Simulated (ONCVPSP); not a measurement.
Ranking ONCV potentials for gallium

All share these settings but for the change named:

ONCVPSP 4.0.1 input, shortened (lines: element, Z, core and valence counts, functional; n l f; lmax; l rc ep ncon nbas qcut; lloc lpopt rc5 dvloc0; l nproj debl; icmod fcfact rcfact), PBEsol, scalar-relativistic:

```
  Ga 31.00    6    2  -116133      upf
    1    0    2.00
    2    0    2.00
    2    1    6.00
    3    0    2.00
    3    1    6.00
    3    2   10.00
    4    0    2.00
    4    1    1.00
    1
    0    1.75    0.00    4    7    3.20
    1    2.65    0.00    5    9    3.40
    4    5    1.50    2.00
    0    2    3.80
    1    2    2.80
    0    0.00    0.00
```

Test errors are all-electron minus pseudo excitation energies from the reference, over 4s2 4p0; 4s1 4p0; 4s2 4p0.5; 4s1 4p1. None of these files shows a bound ghost.

The base gives 7.0 meV.

Of 6 variants that were run, those that failed, showed a ghost or another fault, or gave nearly equal values are left out.

A variant can come out equal or close to the base, since the largest error may sit in a test that the change hardly touches while other tests move.

Rank these variants by their largest absolute test error, smallest first.
A. s: qcut 3.1; p: qcut 3.3
B. s: qcut 4.1; p: qcut 4.3
C. s: qcut 3.6; p: qcut 3.8
D. s: qcut 2.2; p: qcut 2.4

B (4.2 meV), C (5.1 meV), A (7.5 meV), D (10.1 meV).
